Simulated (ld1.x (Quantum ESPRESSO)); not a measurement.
## Before and after: TM semilocal potential for samarium (Sm)

```json
{"Element": "samarium", "Generator": "ld1.x (Quantum ESPRESSO) 7.5", "Type": "norm-conserving Troullier–Martins (semilocal form)", "Functional": "PBEsol", "Relativity": "scalar-relativistic", "Frozen core": "[Kr] 4d10 5s2", "Valence charge": "14", "Reference configuration": "4f6 5p6 5d0 6s2 6p0", "Partial waves": "6s (bound): rc 3.90 bohr; 5d (bound, empty): rc 3.35 bohr; 4f (bound): rc 0.70 bohr; 5p (bound): rc 2.60 bohr", "Local potential": "the p channel", "Core correction": "none"}
```

All-electron outer shells of the reference configuration (PBEsol, scalar-relativistic, ld1.x):

| shell | level (eV) | outermost node (bohr) | outermost maximum (bohr) |
| --- | --- | --- | --- |
| 4d | -128.69 | 0.28 | 0.59 |
| 5s | -43.30 | 0.69 | 1.27 |
| 5p | -23.25 | 0.74 | 1.43 |
| 6s | -3.60 | 1.70 | 3.66 |
| 4f | -2.51 | – | 0.61 |
| 5d | -1.70 | 0.84 | 2.17 |
| 6p | -1.19 | 2.06 | 4.94 |

Change: wave 6s (bound): rc 3.90 bohr becomes 6s (bound): rc 4.34 bohr.

Cutoffs: the cutoffs (Ry, on a coarse ladder) from which the occupation-weighted sum of valence levels, in a spherical-Bessel basis at the reference potential, stays within 10 and 1 mRy of its value at 400 Ry; they do not see the model core or the augmentation charge, which bear on the density cutoff. Errors are all-electron minus pseudo energies relative to the spin-unpolarised reference configuration.

Q: Predict the effect on cutoff, ghosts and configuration errors.

A: Of the 6 tests that both files solve, the error grows in 1 and shrinks in 3 by more than 15 % and 0.3 meV (median size 105.9 → 83.7 meV); neither file shows a bound ghost at the reference potential, the only one tested. A semilocal file is local in each channel, so a ghost entry of none says nothing of the separable form that plane-wave codes build from it.

| quantity | base | changed |
| --- | --- | --- |
| cutoff, loose | over 300 Ry | over 300 Ry |
| cutoff, tight | over 300 Ry | over 300 Ry |
| bound ghosts | none | none |
| tests counted (converged, no solver errors) | 6 of 7 | 6 of 7 |
| error for 4f6 5p6 5d0 6s1 6p0, meV [ΔE 5.96 eV] | -1.4 | -1.6 |
| error for 4f6 5p6 5d0 6s0 6p0, meV [ΔE 16.95 eV] | -9.8 | -31 |
| error for 4f5 5p6 5d0 6s0 6p0, meV [ΔE 40.83 eV] | +237 | +136 |
| error for 4f4 5p6 5d0 6s0 6p0, meV [ΔE 82.87 eV] | +334 | +140 |
| error for 4f7 5p6 5d0 6s0 6p0, meV [ΔE 7.95 eV] | -202 | -171 |
| error for 4f6 5p6 5d0 6s1.5 6p0, meV [ΔE 2.38 eV] | -0.6 | -0.4 |

Base: Tests not counted: 4f6 5p6 5d0 6s0 6p1 (solver errors, printed error -7.6 eV). These tests converged, but a pseudo level misses the all-electron one widely, so the file describes the atom poorly there or has found another state: 4f6 5p6 5d0 6s1 6p0: empty 6p by 3.7 eV; 4f6 5p6 5d0 6s0 6p0: empty 6p by 6.8 eV. ld1.x printed “convergence not achieved” for 2 of the counted tests; their residual had stalled under 1e-8, short of the target of 1e-14. Changed file: Tests not counted: 4f6 5p6 5d0 6s0 6p1 (solver errors, printed error -7.6 eV). These tests converged, but a pseudo level misses the all-electron one widely, so the file describes the atom poorly there or has found another state: 4f6 5p6 5d0 6s1 6p0: empty 6p by 3.7 eV; 4f6 5p6 5d0 6s0 6p0: empty 6p by 6.8 eV. ld1.x printed “convergence not achieved” for 2 of the counted tests; their residual had stalled under 1e-8, short of the target of 1e-14.
